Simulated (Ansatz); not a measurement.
Coupled-cluster diagnostics for Ag3O⁺ (the lowest singlet isomer of a short search), Ansatz.

Geometry of the singlet (B3LYP-D4/def2-SVP):

Cartesian coordinates in Å:
```
Ag 2.029 -0.376 -0.147
Ag -0.702 1.944 -0.107
Ag -1.320 -1.560 0.326
O -0.008 -0.008 -0.072
```

In the def2 sets Ag takes a core potential; there is no spin–orbit coupling. Correlated methods freeze 1 core orbital; core or outer-core shells of Ag are correlated, in sets that lack core-valence functions. The structure comes from a short search, and lower isomers may exist.

Estimate the CCSD(T) correlation energy, the shares of MP2 and (T), T1 and the reference's ⟨S²⟩ for: charge 1, singlet, own geometry in def2-TZVP; and the rough time on 4 threads of Arm Neoverse V2 on a shared host.


| state | basis | correlation (eV) | MP2 share (%) | (T) share (%) | T1 | ⟨S²⟩ (pure) | wall time |
| --- | --- | --- | --- | --- | --- | --- | --- |
| charge 1, singlet, own geometry | def2-TZVP | -43.514 | 103.3 | 2.4 | 0.019 | 0.00 (0.00) | 44 s |
Customary marks for T1 are 0.02 (closed shells), 0.045 (open shells) and about 0.05 (3d metals). T1 stays under 0.02 throughout.
